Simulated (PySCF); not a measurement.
**UHF on Xe²⁺ (xenon, charge +2)**

Configuration: [Kr] 4d10 5s1 5p4 6s1, high-spin 5P determinant (an excited configuration). Computed with PySCF 2.14 in aug-cc-pV5Z-PP with ECP28MDF, with a scalar-relativistic core potential.

```
Total energy                                                  : -326.153145 hartree
One-electron energy                                           : -546.0860 hartree
Hartree (Coulomb) energy                                      : 241.8368 hartree
Exchange energy                                               : -21.9040 hartree
⟨S²⟩                                                          : 6.0034
⟨L²⟩                                                          : 2.229
Sum of ⟨r⟩                                                    : 28.85 bohr
Sum of ⟨r²⟩                                                   : 54.56 bohr²
Traceless quadrupole moment −½Σ⟨3z² − r²⟩ along its main axis : -3.44 e·bohr²
Time after the integrals                                      : about 8 core-seconds
```

```tsv
shell	electrons	mean orbital energy (eV)	spread (eV)	rms radius, mean of both spins (bohr)
4s α	1	-256.76	0	0.767
4s β	1	-255.22	0	0.767
4p α	3	-194.94	0.745	0.819
4p β	3	-193.83	0.005	0.819
4d α	5	-100.33	0.746	0.929
4d β	5	-99.437	0.341	0.929
5s α	1	-54.598	0	1.86
5p α	3	-37.271	1.803	2.16
5p β	1	-31.387	0	2.16
6s α	1	-15.463	0	4.31
```

Energies and moments cover only the electrons outside the core potential. The outer electron is Rydberg-like, and this basis confines it to a smaller radius and binds it less than a complete one would.
